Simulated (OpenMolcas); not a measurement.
Pt4+ (d6) among equal point charges was computed by CASSCF with the d shell active (OpenMolcas, ANO-RCC-VDZP on the metal). Its lowest spin-free states, and all those of the highest spin:

```tsv
2S+1	Degeneracy	E (cm-1)
5	2	0.0
5	2	2342
5	1	9272
3	1	12847
3	1	16627
3	1	16716
3	2	17052
3	2	19196
3	2	20399
3	2	21362
1	2	21646
3	2	23157
```

Question: Is the site octahedral, tetrahedral or cube-like, axial, or of lower symmetry?

Answer: The states with 2S+1 = 5 have orbital degeneracies 2, 2, 1. There are pairs but no triples, so the site is axial: not cubic, but with a proper or improper axis of order three or more. The run had Pt4+ among 5 point charges of -2 e arranged as a trigonal bipyramid (D3h), 1.9 Å from the ion, with the axial distance 2.033 Å.

An orbital doublet at a regular site is open to a Jahn-Teller distortion, which this geometry leaves out. Without dynamic correlation the repulsion within the d shell is too large (B by tens of per cent), so at a given field states of lower spin stand too high. This shell can be high or low spin here, a state of another spin lies low, and with metal d orbitals alone active their balance is uncertain, so the ground spin may be wrong. Point charges give a weaker field than real ligands, and real ions of this kind are as a rule low spin; the high spin found here belongs to the model. Point charges carry no covalency, so the field is a model and not that of real ligands. No measured value stands beside these numbers.
